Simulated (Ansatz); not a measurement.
Steps of a relaxation of C2H6OSn, SMILES `C[O][Sn][CH3]` with RKS PBE-D4/def2-SVP.

```sh
$ ansatz run in.yaml --threads 2 --pin off --events-out ev --progress --plain --max-ram 22528MiB --backend cpu
```

```yaml
crystal:
  periodic: [false, false, false]
  atoms:
    - {symbol: C, position_ang: [-0.359400, 0.828600, -1.507700]}
    - {symbol: O, position_ang: [0.682400, 1.332600, -0.776800]}
    - {symbol: Sn, position_ang: [1.491500, -0.246800, 0.082100]}
    - {symbol: C, position_ang: [0.304500, -0.974900, 1.634600]}
    - {symbol: H, position_ang: [-0.883900, 1.730800, -2.041700]}
    - {symbol: H, position_ang: [-1.166300, 0.419600, -0.857400]}
    - {symbol: H, position_ang: [-0.052100, 0.161100, -2.301300]}
    - {symbol: H, position_ang: [-0.691300, -1.296500, 1.183300]}
    - {symbol: H, position_ang: [0.042000, -0.162100, 2.417400]}
    - {symbol: H, position_ang: [0.715800, -1.843600, 2.170400]}
basis:
  gaussian: {orbitals: def2-SVP}
hamiltonian: {xc: pbe, dispersion: d4}
relax: {f_tol: 0.03, max_steps: 200}
```

Positions (Å) and forces (eV/Å) along the path, 13 of 14 steps:

```xyz
10
step=1 energy=-10040.8413 eV
C    -0.359    0.829   -1.508   -2.269    2.733   -0.586
O     0.682    1.333   -0.777    0.278    1.456    0.519
Sn    1.492   -0.247    0.082    3.481   -1.263   -0.493
C     0.304   -0.975    1.635   -2.742    0.717    1.644
H    -0.884    1.731   -2.042    0.473   -1.183    0.386
H    -1.166    0.420   -0.857   -0.290   -0.512   -0.197
H    -0.052    0.161   -2.301    0.055   -1.053   -0.882
H    -0.691   -1.296    1.183    0.511    0.166    0.440
H     0.042   -0.162    2.417    0.211   -0.900   -0.812
H     0.716   -1.844    2.170    0.292   -0.162   -0.019
10
step=2 energy=-10041.4587 eV
C    -0.389    0.866   -1.508   -0.814    0.849   -0.072
O     0.675    1.321   -0.730    0.397   -0.093    0.197
Sn    1.680   -0.292    0.067    0.495    0.158    0.137
C     0.263   -0.953    1.640   -0.598    0.098    0.214
H    -0.892    1.729   -2.047    0.309   -0.353    0.252
H    -1.199    0.401   -0.888   -0.103   -0.194   -0.172
H    -0.079    0.161   -2.306   -0.107   -0.328   -0.291
H    -0.713   -1.293    1.205    0.247    0.123    0.096
H     0.019   -0.170    2.413    0.168   -0.236   -0.408
H     0.718   -1.822    2.157    0.006   -0.024    0.047
10
step=3 energy=-10041.5748 eV
C    -0.414    0.868   -1.472   -0.109   -0.012    0.039
O     0.712    1.252   -0.713    0.116   -0.530   -0.216
Sn    1.816   -0.303    0.110   -0.147    0.374    0.238
C     0.266   -0.965    1.602    0.054   -0.148    0.201
H    -0.894    1.754   -1.950    0.095    0.068    0.112
H    -1.215    0.369   -0.863    0.037    0.007   -0.063
H    -0.167    0.174   -2.323   -0.072    0.094    0.132
H    -0.663   -1.328    1.108    0.069    0.023    0.031
H    -0.021   -0.090    2.241    0.113   -0.203   -0.199
H     0.662   -1.782    2.263   -0.156    0.328   -0.273
10
step=4 energy=-10041.6586 eV
C    -0.427    0.845   -1.422    0.329   -0.234    0.035
O     0.796    1.153   -0.756   -0.226   -0.636   -0.561
Sn    1.950   -0.283    0.201   -0.585    0.454    0.161
C     0.254   -0.951    1.537    0.207   -0.131    0.372
H    -0.898    1.773   -1.815    0.067    0.104    0.100
H    -1.194    0.337   -0.777    0.144    0.087    0.012
H    -0.288    0.173   -2.328    0.031    0.321    0.430
H    -0.623   -1.366    0.990    0.129   -0.018    0.038
H    -0.102   -0.029    2.075    0.176   -0.335   -0.187
H     0.616   -1.703    2.297   -0.272    0.387   -0.401
10
step=6 energy=-10041.8692 eV
C    -0.412    0.771   -1.370    0.276   -0.104    0.046
O     0.951    0.965   -1.011   -0.444   -0.345   -0.139
Sn    2.019   -0.090    0.390   -0.276    0.184   -0.079
C     0.223   -0.890    1.468    0.028    0.005    0.072
H    -0.896    1.755   -1.581    0.076   -0.055    0.039
H    -1.033    0.250   -0.589    0.199    0.183   -0.201
H    -0.496    0.159   -2.315    0.060    0.215    0.290
H    -0.568   -1.277    0.787    0.124   -0.050    0.100
H    -0.212   -0.019    2.017    0.047   -0.160   -0.014
H     0.507   -1.675    2.206   -0.091    0.128   -0.114
10
step=7 energy=-10041.9152 eV
C    -0.414    0.791   -1.402   -0.078   -0.088   -0.106
O     0.959    0.798   -1.121   -0.028    0.049    0.057
Sn    1.981    0.030    0.464    0.059   -0.055   -0.068
C     0.246   -0.910    1.502   -0.157    0.024    0.015
H    -0.782    1.829   -1.591    0.045   -0.039    0.008
H    -1.060    0.354   -0.602    0.056    0.013    0.057
H    -0.623    0.202   -2.330    0.032    0.068    0.024
H    -0.463   -1.400    0.803    0.015    0.022   -0.041
H    -0.306   -0.091    2.015   -0.046   -0.045    0.040
H     0.545   -1.655    2.267    0.100    0.052    0.013
10
step=8 energy=-10041.9224 eV
C    -0.411    0.786   -1.398    0.019    0.073    0.128
O     0.963    0.817   -1.113    0.013   -0.052   -0.064
Sn    1.984   -0.053    0.417   -0.022    0.073   -0.040
C     0.218   -0.888    1.498    0.108   -0.017    0.022
H    -0.799    1.825   -1.522   -0.007   -0.009   -0.013
H    -1.031    0.296   -0.608    0.005    0.000   -0.056
H    -0.604    0.255   -2.359    0.004   -0.015   -0.003
H    -0.459   -1.440    0.816   -0.028   -0.041    0.019
H    -0.363   -0.076    1.984   -0.027    0.023   -0.004
H     0.585   -1.574    2.288   -0.066   -0.035    0.012
10
step=9 energy=-10041.9260 eV
C    -0.411    0.794   -1.398   -0.025    0.026    0.020
O     0.967    0.793   -1.136    0.012   -0.007   -0.001
Sn    1.982   -0.031    0.422    0.003    0.005   -0.013
C     0.224   -0.896    1.501    0.000    0.012    0.019
H    -0.777    1.840   -1.531    0.004   -0.019   -0.004
H    -1.033    0.325   -0.598    0.008   -0.002   -0.014
H    -0.630    0.254   -2.350    0.003    0.004    0.004
H    -0.434   -1.475    0.819    0.005   -0.004    0.016
H    -0.387   -0.091    1.964    0.005   -0.015   -0.022
H     0.582   -1.566    2.310   -0.016   -0.002   -0.005
10
step=10 energy=-10041.9269 eV
C    -0.411    0.800   -1.392   -0.013    0.008    0.004
O     0.969    0.790   -1.141    0.006   -0.001    0.004
Sn    1.985   -0.044    0.411   -0.002   -0.012    0.003
C     0.225   -0.901    1.497   -0.012    0.007    0.040
H    -0.773    1.848   -1.518   -0.001   -0.005    0.000
H    -1.030    0.330   -0.590    0.003   -0.001   -0.010
H    -0.640    0.267   -2.345    0.000    0.002    0.004
H    -0.412   -1.517    0.826    0.021    0.013    0.027
H    -0.407   -0.088    1.917    0.018   -0.037   -0.028
H     0.576   -1.536    2.339   -0.020    0.025   -0.044
10
step=11 energy=-10041.9273 eV
C    -0.412    0.806   -1.384    0.012   -0.004   -0.005
O     0.970    0.785   -1.143   -0.007    0.001    0.003
Sn    1.990   -0.064    0.398   -0.010   -0.013    0.005
C     0.227   -0.905    1.491   -0.038    0.004    0.068
H    -0.768    1.857   -1.499   -0.001    0.002    0.004
H    -1.027    0.332   -0.583   -0.004   -0.001   -0.006
H    -0.650    0.283   -2.341   -0.002    0.001    0.008
H    -0.384   -1.565    0.835    0.038    0.037    0.046
H    -0.433   -0.085    1.859    0.045   -0.074   -0.037
H     0.571   -1.495    2.370   -0.032    0.047   -0.085
10
step=12 energy=-10041.9278 eV
C    -0.412    0.808   -1.384    0.011    0.003    0.003
O     0.970    0.783   -1.143   -0.005   -0.002   -0.001
Sn    1.990   -0.072    0.395   -0.005   -0.005    0.001
C     0.226   -0.905    1.491   -0.018    0.006    0.038
H    -0.767    1.860   -1.493   -0.002    0.000    0.002
H    -1.028    0.331   -0.584   -0.004   -0.002   -0.006
H    -0.652    0.289   -2.342   -0.001    0.000    0.004
H    -0.376   -1.576    0.841    0.019    0.017    0.024
H    -0.440   -0.088    1.847    0.022   -0.036   -0.022
H     0.571   -1.482    2.376   -0.018    0.019   -0.044
10
step=13 energy=-10041.9281 eV
C    -0.413    0.809   -1.380    0.006    0.004    0.002
O     0.970    0.778   -1.144   -0.004   -0.001   -0.005
Sn    1.993   -0.083    0.389   -0.004    0.000    0.000
C     0.227   -0.904    1.490   -0.008    0.002    0.009
H    -0.765    1.864   -1.479   -0.001   -0.003    0.001
H    -1.027    0.326   -0.583   -0.001    0.000   -0.001
H    -0.656    0.300   -2.342    0.001    0.002    0.001
H    -0.361   -1.593    0.847    0.004    0.003    0.005
H    -0.451   -0.088    1.820    0.006   -0.007   -0.007
H     0.566   -1.461    2.387   -0.001    0.001   -0.005
10
step=14 energy=-10041.9282 eV
C    -0.413    0.814   -1.381   -0.003    0.004    0.001
O     0.970    0.776   -1.148   -0.005   -0.008    0.003
Sn    1.990   -0.094    0.381    0.021    0.002    0.003
C     0.228   -0.907    1.493   -0.013    0.001   -0.013
H    -0.763    1.870   -1.467   -0.001   -0.003    0.000
H    -1.028    0.323   -0.590   -0.001    0.000   -0.001
H    -0.659    0.316   -2.350    0.001    0.002    0.001
H    -0.348   -1.617    0.861   -0.001    0.002    0.005
H    -0.461   -0.091    1.799   -0.002   -0.004    0.002
H     0.566   -1.442    2.404    0.003    0.003   -0.002
```

It took 30 s on 2 threads of an AMD EPYC 7R13 on a shared host, with 0.24 GiB of host memory at the peak.
